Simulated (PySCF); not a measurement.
CH6AlNO, singlet, geometry from GFN2-xTB (such geometries of metal compounds can be far from the true shape). Base run: BHANDHLYP/6-31G, TDA (PySCF).

PySCF was given this input:
```python
from pyscf import gto, scf, dft, tdscf

mol = gto.M(
    atom='''
Al    0.06765095    0.00074368    0.83815829
H     0.17636088   -1.05334748    1.91749079
O    -0.04274008   -0.61908274   -0.68558647
C    -0.13561335   -1.14705543   -1.97526916
H    -0.06415670   -0.34805551   -2.71748826
H     0.67405273   -1.86093392   -2.14687163
H    -1.09206542   -1.66092020   -2.10160917
N     0.06463303    1.73355467    1.24412762
H     0.13547607    2.10322667    2.18180939
H    -0.00596034    2.51047426    0.59802454
''',
    basis='6-31g',
    verbose=4,
)

mf = dft.RKS(mol)
mf.xc = 'bhandhlyp'
mf.kernel()
td = mf.TDA()
td.nstates = 5
td.kernel()
td.analyze()
```

The base run was repeated with changes; each row names its change, and settings that it needs were set with it.

```csv
change,first excitation (eV),oscillator strength of the first,second (eV),core-seconds (rough)
base,6.67,0.045,7.09,30
states = triplets,___,-,___,30
functional = m062x,6.42,0.038,6.78,80
functional = camb3lyp,___,0.038,___,60
nstates = 2,6.67,0.045,7.09,30
functional = b3lyp,6.06,0.033,6.22,40
basis = cc-pVDZ,___,___,___,80
nstates = 10,6.67,0.045,7.09,30
guess vectors = 13 for 5 states,6.67,0.045,7.09,30
response = full linear response,6.65,0.042,7.07,60
functional = lc_wpbe,6.88,0.039,7.08,70
```

Complete the blanks.


- states = triplets, first excitation (eV): 5.91
- states = triplets, second (eV): 6.05
- functional = camb3lyp, first excitation (eV): 6.36
- functional = camb3lyp, second (eV): 6.63
- basis = cc-pVDZ, first excitation (eV): 6.77
- basis = cc-pVDZ, oscillator strength of the first: 0.047
- basis = cc-pVDZ, second (eV): 7.29

An iterative solver can miss low states, so a row lists the states that it found.
